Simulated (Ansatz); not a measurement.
Consider the formal exchange of groups at a Ga–N bond: `C/[C]([GeH3])=[N]\[Ga]([CH3])[CH3]` + `BCl` → `[CH3][Ga]([CH3])[BH]Cl` + `C[C](=N)[GeH3]`.

Isolated molecules relaxed with PBE0-D4/def2-TZVP in Ansatz; ΔE leaves out vibrations. CCSD(T)/CBS adds triple-zeta CCSD(T) − MP2 to the extrapolated MP2 energy (def2 sets, frozen cores). This one scheme is used for every species. DFT in def2-TZVPP. B3LYP here is the variant with VWN-RPA as its local correlation; programs differ in this. For Ga, Ge outer-core shells are correlated without core-valence functions, which leaves a few kJ/mol of doubt a bond. Scalar relativity is left out up to krypton. One conformer a species, not always the lowest.

`C/[C]([GeH3])=[N]\[Ga]([CH3])[CH3]`:

Z-matrix (Å, degrees):
```
C
C 1 1.505
H 1 1.095 2 110.3
H 1 1.092 2 110.6 3 -121.1
H 1 1.095 2 110.3 3 117.7
Ge 2 1.997 1 116.3 3 -58.7
N 2 1.246 1 125.2 3 121.3
H 6 1.543 2 110.5 1 60.3
H 6 1.543 2 110.7 1 -58.5
H 6 1.533 2 108.6 1 -179.2
Ga 7 1.826 2 155.5 1 -0.2
C 11 1.964 7 115.7 2 94.0
C 11 1.964 7 115.7 2 -93.6
H 12 1.093 11 110.8 7 119.2
H 12 1.093 11 110.4 7 -122.2
H 12 1.090 11 111.0 7 -1.8
H 13 1.093 11 110.3 7 121.0
H 13 1.090 11 111.0 7 0.7
H 13 1.092 11 110.8 7 -120.3
```

`BCl`:

Z-matrix (Å, degrees):
```
B
Cl 1 1.733
H 1 1.190 2 118.1
H 1 1.190 2 118.1 3 180.0
```

`[CH3][Ga]([CH3])[BH]Cl`:

Cartesian coordinates in Å:
```
C -1.734 0.412 0.677
Ga 0.071 0.101 -0.072
C 0.547 -1.749 -0.585
B 1.428 1.682 -0.277
Cl 2.499 2.062 1.061
H -1.648 0.587 1.754
H -2.204 1.300 0.248
H -2.392 -0.445 0.526
H 1.623 -1.917 -0.638
H 0.107 -2.469 0.109
H 0.127 -1.958 -1.575
H 1.576 2.392 -1.229
```

`C[C](=N)[GeH3]`:

```xyz
11

C    -0.284    1.392   -0.652
C    -0.248    0.333    0.404
N    -0.708    0.587    1.557
Ge    0.533   -1.422   -0.089
H     0.726    1.610   -1.011
H    -0.734    2.303   -0.256
H    -0.859    1.049   -1.518
H    -0.627   -0.211    2.186
H     1.999   -1.260   -0.527
H    -0.252   -2.059   -1.248
H     0.455   -2.324    1.154
```

(1) Is it downhill or uphill in electronic energy at CCSD(T)/CBS, and by how much? (Estimate.)

(2) What do these levels give: r2SCAN-D4, B3LYP-D4, ωB97X-V, B2PLYP, PBE, PBE0, B3LYP, SCS-MP2/def2-TZVPP, CCSD(T)/def2-TZVPP, HF/def2-QZVPP, SCS-MP2/def2-QZVPP, HF/CBS(def2)? (Estimate.)

Largest T1 diagnostic among the species: 0.014.

## Answers

(1) Computed: Uphill: ΔE = +12.5 kcal/mol.

(2) Computed: r2SCAN-D4 12.7, B3LYP-D4 13.9, ωB97X-V 11.8, B2PLYP 14.0, PBE 10.3, PBE0 10.3, B3LYP 12.7, SCS-MP2/def2-TZVPP 14.8, CCSD(T)/def2-TZVPP 13.1, HF/def2-QZVPP 13.8, SCS-MP2/def2-QZVPP 14.4, HF/CBS(def2) 13.8 kcal/mol.

The D4 term adds +1.2 kcal/mol with B3LYP and +0.8 kcal/mol with PBE0; it sums over pairs of atoms, weighted by their polarisabilities, and B3LYP, whose exchange is more repulsive, gets the larger term.
